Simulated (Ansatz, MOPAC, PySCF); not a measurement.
Molecule: InCl, charge 0, multiplicity 1. SMILES: [Cl][In]
Structure (B3LYP-D3(BJ)/def2-TZVP (Ansatz, a first-principles code) minimum search):
```xyz
2

In     0.0000     0.0000    -0.6288
Cl     0.0000     0.0000     1.8123
```

Wanted: vertical ionisation energy to the doublet, in eV. Conventions: six Cartesian d functions in 6-31G* and its kin unless marked 5d; UHF or UKS for open shells; STO-3G and 3-21G all-electron and non-relativistic; each state is the SCF solution reached for its charge and spin; LANL2DZ with its own core potentials from Na on; no spin-orbit coupling; frozen cores in correlated levels (noble-gas shells and the d and f shells of earlier blocks); def2 sets with scalar-relativistic core potentials past Kr. Ab initio and DFT rows: single points at B3LYP-D3(BJ) geometries (Ansatz). Semi-empirical rows: differences of heats of formation at the shared geometry for vertical values.

```tsv
level	program	vertical ionisation energy to the doublet (eV)
PM3	MOPAC	9.62
HF/6-31G* with LANL2DZ past Ar	Ansatz	8.73
PBE/6-31G* with LANL2DZ past Ar	Ansatz	9.44
B3LYP/3-21G	Ansatz	9.36
M06-2X/6-31G* with LANL2DZ past Ar (5d)	PySCF	9.61
MP2/6-31G* with LANL2DZ past Ar	Ansatz	9.11
PBE/def2-TZVPD	Ansatz	9.50
M06-2X/def2-TZVPD	PySCF	9.42
wB97X-V/def2-TZVPD	Ansatz	9.58
```

No value to compare with is used here. The 6 habitual levels span 8.73 (HF/6-31G* with LANL2DZ past Ar) to 9.62 eV (PM3); wB97X-V/def2-TZVPD gives 9.58.

The levels are drawn from those run, B3LYP/6-31G* more often than the rest, none by its result; runs whose electronic state is in doubt are left out.
